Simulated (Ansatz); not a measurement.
Consider the formal exchange of groups at a Y–Cl bond: `[OH][Y]([OH])[Cl]` + CH₄ → `[CH3][Y]([OH])[OH]` + HCl.

Isolated molecules relaxed with PBE0-D4/def2-TZVP in Ansatz; ΔE leaves out vibrations. CCSD(T)/CBS is the MP2 limit (def2-TZVPP, def2-QZVPP) plus CCSD(T) − MP2 in def2-TZVPP, frozen cores. This one scheme is used for every species. Functionals use def2-TZVPP. def2 core potentials past Kr. For Y outer-core shells are correlated without core-valence functions, which leaves a few kJ/mol of doubt a bond. One conformer a species, not always the lowest.

CCSD(T)/CBS gives +267.9 kJ/mol.

Another level gave +270.5 kJ/mol. Which?
A. LC-ωPBE/def2-TZVPP
B. PBE-D4/def2-TZVPP
C. LDA (SPW92)/def2-TZVPP
D. BLYP-D4/def2-TZVPP

A. LC-ωPBE 270.5, LDA (SPW92) 257.2, PBE-D4 261.2, BLYP-D4 265.9 kJ/mol.

Largest T1 diagnostic among the species: 0.014.

Leaving LDA and LC-ωPBE aside and taking each functional with its dispersion term where it has one, the values, not all of them listed here, spread over 21.2 kJ/mol, from revPBE-D4 to BHLYP-D4. LDA lies −4.3 kJ/mol from PBE without D4. From PBE to PBE0 (25 % exact exchange), in def2-TZVPP and without D4, ΔE moves by +7.4 kJ/mol. At CCSD(T), def2-SVP lies +15.9 kJ/mol from the extrapolated value and def2-TZVPP −3.6 kJ/mol.
